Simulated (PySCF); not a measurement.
This script is equivalent to a calculation on As⁺ (arsenic, charge +1).

```python
from pyscf import gto, scf, dft, mp, cc
import basis_set_exchange as bse
mol = gto.M(atom="As 0 0 0", charge=1, spin=2, symmetry="D2h",
            basis=gto.basis.parse(bse.get_basis("cc-pVDZ-DK", elements=["As"], fmt="nwchem", header=False)),
            nucmod="G")
mf = dft.UKS(mol, xc="M06L").sfx2c1e()
mf.irrep_nelec = {'Ag': (6, 6), 'B1g': (1, 1), 'B2g': (1, 1), 'B3g': (1, 1), 'B1u': (3, 2), 'B2u': (3, 2), 'B3u': (2, 2)}
mf.kernel()
```

**Question.** What total energy does it give?

**Answer.** -2260.166 hartree (calculated).

**Question.** Which occupied shell lies highest, and where?

**Answer.** 4p α, at -14.160 eV.

**Question.** What is ⟨S²⟩, and what would a pure spin state give?

**Answer.** 2.003, against 2.00.
